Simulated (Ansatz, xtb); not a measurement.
Relative energy of two structures of C2H4MgO

We compare X, a singlet given by its coordinates, with Y, `C=C[O][MgH]`, a singlet. Both are isolated molecules in the gas phase, relaxed with PBE0-D3(BJ)/pcseg-1; the shapes shown needn't be the lowest conformers.

X (Å):

```xyz
8

C    -0.1742    2.2039   -0.0376
C    -0.6859    0.8505   -0.3774
Mg   -1.4423   -0.9223   -1.1569
O    -0.7177   -0.0111    0.5469
H     0.6777    2.4380   -0.6899
H    -0.9478    2.9475   -0.2714
H     0.1197    2.2739    1.0184
H    -2.0697   -2.3272   -1.8829
```

Close contacts (Å): C1–C2 1.49, C2–Mg3 2.08, C2–O4 1.26, Mg3–O4 2.06, C1–H5 1.10, C1–H6 1.10, C1–H7 1.10, Mg3–H8 1.70.

Y (Å):

```xyz
8

C    -0.3301    0.1662   -0.4613
C     0.2854   -0.9185    0.0268
Mg    1.7063   -0.2515    2.6379
O     0.9948   -0.9916    1.1415
H    -0.8882    0.1083   -1.3924
H    -0.2897    1.1268    0.0549
H     0.2217   -1.8678   -0.5218
H     2.4240    0.3150    4.0626
```

Quicker runs give these differences E(Y) − E(X): GFN2-xTB −1.155 eV; HF/STO-3G −0.188 eV (at GFN2-xTB geometries); r2SCAN-D4/def2-SVP −0.707 eV (at GFN2-xTB geometries).

Estimate E(Y) − E(X) at the level CCSD(T)/def2-TZVP.

Calculated at CCSD(T)/def2-TZVP: E(Y) − E(X) = −0.737 eV, so structure Y lies lower.

Level by level:

```
              level             geometry  E(Y) − E(X) (eV)  departure from the last row (eV)  job, with rough time for the two
           GFN2-xTB             GFN2-xTB              −1.155                            −0.418              optimisation, 0.18 s
          HF/STO-3G             GFN2-xTB              −0.188                            +0.549              single point, 0.26 s
 r2SCAN-D4/def2-SVP             GFN2-xTB              −0.707                            +0.030               single point, 3.2 s
PBE0-D3(BJ)/pcseg-1  PBE0-D3(BJ)/pcseg-1              −0.812                            −0.075                optimisation, 27 s
       HF/def2-TZVP  PBE0-D3(BJ)/pcseg-1              −0.780                            −0.043           part of the CCSD(T) run
      MP2/def2-TZVP  PBE0-D3(BJ)/pcseg-1              −0.803                            −0.066           part of the CCSD(T) run
  CCSD(T)/def2-TZVP  PBE0-D3(BJ)/pcseg-1              −0.737                                                  single point, 47 s
```

None of the levels shown reverses the order. The largest departure from CCSD(T)/def2-TZVP is that of HF/STO-3G, 0.549 eV.

With harmonic frequencies from PBE0-D3(BJ)/pcseg-1 (ideal gas, rigid rotor, one conformer each, 298.15 K, 1 atm): on the last row, ΔE + ΔZPE = −0.718, ΔH = −0.719, ΔG = −0.737 eV.

The correlated steps freeze 4 core orbitals; the last core shell of Mg is correlated, in a basis made for valence electrons. Programs: Ansatz 0.2.0, xtb 6.7.1; the last row on 1 thread of Intel(R) Xeon(R) 6975P-C (Granite Rapids) on a shared host.
